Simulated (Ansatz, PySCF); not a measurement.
VOBr2, SMILES [O]=[V]([Br])[Br] (connectivity only; charge and spin as stated), neutral, multiplicity 2. Atoms are numbered in the order given.

```xyz
4

V      0.0423    -0.6073     0.0000
O      0.1574    -2.1518     0.0000
Br    -0.0369     0.4607    -2.0626
Br    -0.0369     0.4607     2.0626
```
Charge 0, spin multiplicity 2.

The structure is a stationary point at B3LYP-D3(BJ)/def2-SVP. The spin state was assumed, not searched.

Two levels are set side by side: PBE-D3(BJ)/def2-SVP (Ansatz, a quantum-chemistry and plane-wave program) and B3LYP-D3(BJ)/def2-SVP (Ansatz). Each level has its own optimised geometry; the coordinates shown are those of the second. Frequencies come from the Hessian of PySCF at each geometry. Differences are taken from unrounded values.

| quantity | B3LYP-D3(BJ) | PBE-D3(BJ) | PBE-D3(BJ) minus B3LYP-D3(BJ) |
|---|---|---|---|
| mean bond length (Å) | 2.066 | 2.067 | 0.002 |
| bond V1–O2 (Å) | 1.549 | 1.562 | 0.013 |
| bond V1–Br3 (Å) | 2.324 | 2.320 | -0.004 |
| bond V1–Br4 (Å) | 2.324 | 2.320 | -0.004 |
| highest harmonic wavenumber (cm⁻¹) | 1148 | 1106 | -42 |
| mean harmonic wavenumber (cm⁻¹) | 362 | 350 | -12 |
| zero-point energy (kcal/mol) | 3.11 | 3.00 | -0.10 |
